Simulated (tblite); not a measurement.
C₂H₉NSSi.
Cartesian coordinates in Å at the GFN2-xTB level; atoms count from 1:
```xyz
14
C2H9NSSi angstrom
C     -1.678   -0.742   -1.097
C     -1.036   -0.447    0.253
N      0.093    0.442    0.106
Si     1.506    0.346    1.059
S      2.858    1.815    0.262
H     -0.946   -1.178   -1.772
H     -2.504   -1.439   -0.976
H     -2.059    0.174   -1.544
H     -0.670   -1.371    0.704
H     -1.787   -0.020    0.932
H     -0.167    1.321   -0.319
H      1.417    0.707    2.471
H      2.082   -0.981    0.870
H      2.891    1.337   -0.971
```

Calculated harmonic vibrations of the isolated species, GFN2-xTB (tblite), most abundant isotopes, no scaling. This tight-binding method is rough: wavenumbers can miss measured ones by several per cent, in bad cases by 10 to 20. Modes of hydrogen on silicon and sulfur can be 10 to 20 % off. One conformer, not necessarily the lowest.

Harmonic wavenumbers (cm⁻¹): 49.8, 73.6, 120.9, 130.3, 218.9, 268.6, 360.2, 465.7, 502.4, 522.2, 587.4, 683.7, 754.4, 795.5, 815.6, 853.4, 1004.1, 1074.9, 1097.3, 1172.5, 1247.9, 1323.4, 1376.0, 1405.8, 1489.5, 1492.0, 1498.3, 2264.1, 2296.3, 2478.6, 2877.2, 2984.1, 3031.3, 3044.2, 3044.6, 3426.9.

A = 8481, B = 1220, C = 1116 MHz; mass 107.022 u (most abundant isotopes); point group C1, symmetry number 1.

Zero-point energy?

Half the sum of the wavenumbers: 23416 cm⁻¹ = 66.95 kcal/mol.

What is S at 298.15 K and 1 bar for an ideal gas of classical rigid rotors and harmonic oscillators?

Translation 39.95, rotation 27.72, vibration 23.63: S = 91.3 cal/(mol K).

And Cp and H(298.15 K) − H(0)?

Cp = 31.07 cal/(mol K), of which vibrations give 23.12 (their classical limit is 36 R = 71.5); H(298.15 K) − H(0) = 6.00 kcal/mol without the zero-point energy, 3.63 from vibrations.

Blend soft modes into free rotors: weight 1/[1 + (100 cm⁻¹/ν̃)⁴] for the oscillator and the rest for a rotor with moment μB/(μ + B), μ = h/(8π²ν), B = 10⁻⁴⁴ kg m². What vibrational entropy results?

21.53 cal/(mol K) in place of 23.63, which changes −T·S at 298.15 K by +0.63 kcal/mol.

Which modes carry the vibrational entropy at 298.15 K?

49.8 cm⁻¹: 4.83; 73.6 cm⁻¹: 4.05; 120.9 cm⁻¹: 3.09; 130.3 cm⁻¹: 2.94; 218.9 cm⁻¹: 1.97; 268.6 cm⁻¹: 1.61 cal/(mol K); the other 30 give 5.15 together.

How do the functions run with temperature in this model?

| T (K) | S (cal/(mol K)) | Cp (cal/(mol K)) | H − H(0) (kcal/mol) | G − H(0) (kcal/mol) | ln q(vib) |
| --- | --- | --- | --- | --- | --- |
| 100 | 66.5 | 16.9 | 1.24 | -5.41 | 1.53 |
| 200 | 80.4 | 24.1 | 3.29 | -12.79 | 3.72 |
| 300 | 91.5 | 31.2 | 6.05 | -21.39 | 5.81 |
| 500 | 110.4 | 43.1 | 13.55 | -41.64 | 9.79 |
| 800 | 133.4 | 54.9 | 28.38 | -78.34 | 15.27 |
| 1000 | 146.2 | 60.2 | 39.92 | -106.33 | 18.61 |

q(vib) and H(0) count from the zero-point level.

What must be added to the electronic energy to get the Gibbs energy at 298.15 K and 1 bar?

ZPE + [H(298.15 K) − H(0)] − T·S = 66.95 + 6.00 − 27.22 = 45.73 kcal/mol.

Hindered rotation and anharmonicity are outside this model. Other conformers, if any are populated, would add a mixing term that is left out. The structure is chiral; the term R ln 2 for an equal mix with its mirror image is left out.

Time: 0.62 s wall. Hardware: Arm Neoverse N1, one thread, shared host with 64 logical CPUs at a one-minute load of 60. The figure is for the frequency step alone.
